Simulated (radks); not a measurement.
The numbers below are computed, except where a source is named.
Effect of the nuclear size on the tantalum ion Ta3+, [Xe] 4f14 5d2. Level of theory: Dirac Kohn-Sham, relativistic LDA (MacDonald-Vosko exchange, VWN5 correlation), spin-unpolarised, spherical densities, finite nucleus; open shells fill j = l - 1/2 first; Fermi nuclear charge, rms radius 5.3507 fm (a radial shooting solver on a logarithmic mesh with Libxc functionals). The rms radius is varied about that value; shifts are against it.

rms radius (fm)  total energy shift (eV)  density at nucleus (e/bohr^3)  1s1/2 shift (meV)  2s1/2 shift (meV)  5s1/2 shift (meV)  5p1/2 shift (meV)  5d3/2 shift (meV)  6s1/2 (empty) shift (meV)
4.4892                             -15.8                      1.372e+06              -6360               -888              -8.26              0.103              0.177                      -1.38
4.9066                             -8.35                      1.332e+06              -3370               -471              -4.38              0.055              0.094                     -0.730
5.3507                                 0                      1.294e+06              0.000              0.000              0.000              0.000              0.000                      0.000
5.6664                              6.23                      1.269e+06               2510                351               3.26             -0.040             -0.070                      0.544
6.3352                              20.2                      1.222e+06               8150               1140               10.6             -0.131             -0.227                       1.76

Slopes of the eigenvalues against <r^2> in GHz/fm^2, as finite differences over the two radii next to the reference (eigenvalue slopes, not the field-shift constants of lines): 1s1/2 177000, 2s1/2 24700, 5s1/2 230, 5p1/2 -2.86, 5d3/2 -4.94, 6s1/2 (empty) 38.3.
